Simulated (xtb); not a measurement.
Cl$_{3}$Tm, quintet, geometry from GFN2-xTB of the parent state (such geometries of metal compounds can be far from the true shape) (GFN-xTB holds the 4f electrons in the core, so unpaired electrons go into valence orbitals and the state isn't the physical one) (another spin typed on purpose, not shown lowest); GFN2-xTB (xtb).

The xtb input:
```
$ xtb mol.xyz --gfn 2 --chrg 0 --uhf 4 --json

# file mol.xyz
4

Tm    -0.12019061    -0.35763648    -0.23406582
Cl     2.18662050     0.16168225    -0.23036563
Cl    -0.61488192    -0.40734893     2.07762022
Cl    -1.08390610     1.69725002    -0.89722273
```

Question: What does xtb print? Leave out banner, timings and long lists.

Answer: 
```
   ID    Z sym.   atoms
    1   69 Tm     1
    2   17 Cl     2-4

           -------------------------------------------------
          |                Calculation Setup                |
           -------------------------------------------------

           -------------------------------------------------
          |                 G F N 2 - x T B                 |
           -------------------------------------------------

          ...................................................
          :                      SETUP                      :
          :.................................................:
          :  # basis functions                  40          :
          :  # atomic orbitals                  36          :
          :  # shells                           12          :
          :  # electrons                        24          :
          :  max. iterations                   250          :
          :  Hamiltonian                  GFN2-xTB          :
          :  restarted?                      false          :
          :  GBSA solvation                  false          :
          :  PC potential                    false          :
          :  electronic temp.          300.0000000     K    :
          :  accuracy                    1.0000000          :
          :  -> integral cutoff          0.2500000E+02      :
          :  -> integral neglect         0.1000000E-07      :
          :  -> SCF convergence          0.1000000E-05 Eh   :
          :  -> wf. convergence          0.1000000E-03 e    :
          :  Broyden damping             0.4000000          :
          :  net charge                          0          :
          :  unpaired electrons                  4          :
          ...................................................

 iter      E             dE          RMSdq      gap      omega  full diag
   1      0.0345427  0.345427E-01  0.553E+01    0.00       0.0  T
   2    -11.9897632 -0.120243E+02  0.287E+01    0.00       1.0  T
   3    -13.9379861 -0.194822E+01  0.149E+01    0.03       1.0  T
   4    -14.3740346 -0.436049E+00  0.103E+01    0.00       1.0  T
   5    -14.4348254 -0.607908E-01  0.906E+00    0.00       1.0  T
   6    -14.5499059 -0.115081E+00  0.595E+00    0.00       1.0  T
   7    -14.4978562  0.520497E-01  0.733E+00    0.00       1.0  T
   8    -14.3484526  0.149404E+00  0.888E+00    0.00       1.0  T
   9    -14.4846224 -0.136170E+00  0.642E+00    0.00       1.0  T
  10    -14.5824964 -0.978740E-01  0.366E+00    0.00       1.0  T
  11    -14.5981832 -0.156869E-01  0.264E+00    0.00       1.0  T
  12    -14.5906788  0.750439E-02  0.269E+00    0.00       1.0  T
  13    -14.5943070 -0.362818E-02  0.206E+00    0.00       1.0  T
  14    -14.6006632 -0.635618E-02  0.164E+00    0.00       1.0  T
  15    -14.6044426 -0.377943E-02  0.126E+00    0.00       1.0  T
  16    -14.6081558 -0.371317E-02  0.572E-01    0.00       1.0  T
  17    -14.6086586 -0.502832E-03  0.506E-01    0.00       1.0  T
  18    -14.6089540 -0.295338E-03  0.333E-01    0.00       1.0  T
  19    -14.6092013 -0.247341E-03  0.100E-01    0.00       1.0  T
  20    -14.6092031 -0.173147E-05  0.371E-02    0.00       1.3  T
  21    -14.6091965  0.652431E-05  0.513E-02    0.00       1.0  T
  22    -14.6091997 -0.318232E-05  0.449E-02    0.00       1.1  T
  23    -14.6092024 -0.270281E-05  0.280E-02    0.00       1.8  T
  24    -14.6092034 -0.979017E-06  0.127E-02    0.00       3.9  T
  25    -14.6092036 -0.220268E-06  0.906E-03    0.00       5.5  T
  26    -14.6092037 -0.450208E-07  0.515E-03    0.00       9.7  T
  27    -14.6092037 -0.233467E-07  0.165E-03    0.00      30.2  T
  28    -14.6092037 -0.450446E-08  0.106E-03    0.00      47.2  T
  29    -14.6092037 -0.683359E-09  0.530E-04    0.00      94.4  T
  30    -14.6092037 -0.520119E-09  0.248E-04    0.00     201.8  T

   *** convergence criteria satisfied after 30 iterations ***

         :::::::::::::::::::::::::::::::::::::::::::::::::::::
[...]
         :: total energy             -14.596962562890 Eh    ::
[...]
         3        2.0000           -1.1090454             -30.1787
         4        2.0000           -0.5087260             -13.8431
         5        2.0000           -0.4884037             -13.2901
         6        2.0000           -0.4838731             -13.1669
         7        2.0000           -0.4838730             -13.1669
         8        1.7973           -0.4726141             -12.8605
         9        1.7973           -0.4726140             -12.8605
        10        1.5062           -0.4713367             -12.8257
        11        1.4496           -0.4711210             -12.8199
        12        1.4496           -0.4711209             -12.8199
        13        0.6784           -0.3321906              -9.0394
        14        0.6784           -0.3321906              -9.0394 (HOMO)
        15        0.6430           -0.3320404              -9.0353 (LUMO)
        16        0.0001           -0.3223639              -8.7720
        17        0.0001           -0.3223639              -8.7720
        18                         -0.2003384              -5.4515
        19                         -0.0223829              -0.6091
        20                         -0.0223736              -0.6088
        21                         -0.0223529              -0.6083
        22                         -0.0223529              -0.6083
        23                         -0.0220946              -0.6012
        24                         -0.0220946              -0.6012
        25                         -0.0217997              -0.5932
       ...                                ...                  ...
        36                          0.5083107              13.8318
      -------------------------------------------------------------
                  HL-Gap            0.0001502 Eh            0.0041 eV
             Fermi-level           -0.4013972 Eh          -10.9226 eV

     #   Z          covCN         q      C6AA      α(0)
     1  69 Tm       2.175    -0.176   283.166    36.233
     2  17 Cl       0.725     0.059    97.175    15.078
     3  17 Cl       0.725     0.059    97.175    15.078
     4  17 Cl       0.725     0.059    97.175    15.078

 Mol. C6AA /au·bohr⁶  :       2111.159665
 Mol. C8AA /au·bohr⁸  :     187303.859980
 Mol. α(0) /au        :         81.467274

Wiberg/Mayer (AO) data.
largest (>0.10) Wiberg bond orders for each atom

 ---------------------------------------------------------------------------
     #   Z sym  total        # sym  WBO       # sym  WBO       # sym  WBO
 ---------------------------------------------------------------------------
     1  69 Tm   2.005 --     2 Cl   0.668     4 Cl   0.668     3 Cl   0.668
     2  17 Cl   0.917 --     1 Tm   0.668     3 Cl   0.125     4 Cl   0.125
     3  17 Cl   0.917 --     1 Tm   0.668     2 Cl   0.125     4 Cl   0.125
     4  17 Cl   0.917 --     1 Tm   0.668     3 Cl   0.125     2 Cl   0.125
 ---------------------------------------------------------------------------

Topologies differ in total number of bonds
Writing topology from bond orders to xtbtopo.mol

molecular dipole:
                 x           y           z       tot (Debye)
 q only:        0.094       0.281       0.184
   full:       -0.155      -0.462      -0.303       1.459
molecular quadrupole (traceless):
                xx          xy          yy          xz          yz          zz
 q only:        0.513      -0.430      -0.622      -0.281      -0.837       0.109
  q+dip:       -0.669       0.561       0.812       0.367       1.093      -0.143
   full:       -0.870       0.730       1.056       0.478       1.421      -0.185

           -------------------------------------------------
          | TOTAL ENERGY              -14.596962562890 Eh   |
          | GRADIENT NORM               0.012958672339 Eh/α |
          | HOMO-LUMO GAP               0.004087217641 eV   |
           -------------------------------------------------

normal termination of xtb
```
